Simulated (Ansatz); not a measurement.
A structure relaxed at B3LYP-D4/def2-TZVP in Ansatz, charge 0, singlet:

Cartesian coordinates in Å:
```
Zr 1.146 0.624 -0.539
S -1.020 -0.310 -0.677
S -0.126 -0.314 1.217
```

(1) Give its formula and point group.

(2) Summarise the bond lengths by kind (pairs closer than 1.2 times the sum of covalent radii, bridged metal pairs left out).

Answers

(1) the cluster ZrS₂ (the lowest singlet isomer of a short search). Point group C2v (tolerance 0.1 Å).

(2) 2 × S–Zr 2.36 Å; 1 × S–S 2.09 Å. The metal has 2 neighbours: S 2.36 Å, S 2.36 Å.

In the def2 sets Zr takes a core potential; there is no spin–orbit coupling. The restricted singlet is unstable towards broken spin symmetry at other levels; at B3LYP-D4/def2-TZVP this wasn't settled. At B3LYP-D4/def2-TZVP a triplet of charge 0 lies 0.10 eV below the restricted singlet, each at its own geometry. The structure comes from a short search, and lower isomers may exist.
